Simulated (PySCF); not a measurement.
A PySCF script (with the pyscf-properties extension) for the NMR shieldings of `InChI=1S/BH9OSi3/c1-4-2-5-3/h1,4-5H2,3H3`, on a GFN2-xTB geometry:

```python
import basis_set_exchange as bse
import numpy as np
from pyscf import gto, dft
from pyscf.prop import nmr

atoms = """
B    -1.987417    1.174342   -0.853273
Si   -1.970382   -0.251524    0.482140
O    -0.453070   -0.699695    0.885300
Si    1.140209   -0.986060    0.935983
Si    2.201195    0.283739   -0.664620
H    -2.995346    1.684265   -1.159324
H    -1.019622    1.551927   -1.392599
H    -2.559937    0.068156    1.795511
H    -2.599932   -1.513660    0.044025
H     1.518263   -0.667169    2.319219
H     1.271695   -2.437268    0.748063
H     3.643702    0.011170   -0.683662
H     1.736663    0.045593   -2.039231
H     2.073301    1.735713   -0.469567
"""
names = dict.fromkeys(["B", "Si", "O", "H"], "pcSseg-1")
basis = {el: gto.basis.parse(bse.get_basis(n, elements=[el], fmt="nwchem")) for el, n in names.items()}
mol = gto.M(atom=atoms, basis=basis, charge=0, verbose=0)
mf = dft.RKS(mol, xc="PBE0")
mf.grids.level = 2
mf.grids.alignment = dft.numint.BLKSIZE   # the property module wants whole blocks of grid points
mf.conv_tol = 1e-9
mf.kernel()

calc = nmr.RKS(mf)   # GIAO
C = mf.mo_coeff
Co = C[:, mf.mo_occ > 0]
resp = mf.gen_response(singlet=True, hermi=2)
def vind(x):   # induced exchange potential for any number of trial vectors
    d = np.einsum("pi,xij,qj->xpq", C, 2 * x.reshape(-1, C.shape[1], Co.shape[1]), Co, optimize=True)
    return np.einsum("xpq,pi,qj->xij", resp(d - d.transpose(0, 2, 1)), C, Co, optimize=True).ravel()
mo1, _ = nmr.rhf.solve_mo1(calc, with_cphf=vind)
sigma = calc.kernel(mo1)
for i, s in enumerate(sigma):   # ppm
    print("%2d %-2s %9.2f" % (i, mol.atom_pure_symbol(i), np.trace(s) / 3))
```

Problem. What does it print?

Solution. 
```
 0 B     -20.53
 1 Si    377.66
 2 O     346.84
 3 Si    380.50
 4 Si    471.09
 5 H      21.16
 6 H      20.85
 7 H      25.92
 8 H      25.95
 9 H      25.97
10 H      25.95
11 H      28.47
12 H      27.98
13 H      28.00
```

These numbers come from an equivalent density-fitted implementation of the same equations, which agrees with the script to about 0.01 ppm for H and up to a few tenths of a ppm for heavy atoms, so last digits may differ.

Size and cost of the density-fitted run: 151 basis functions, 19 s wall time on 1 thread of an Arm Neoverse V1, shared host; peak memory 0.71 GiB.
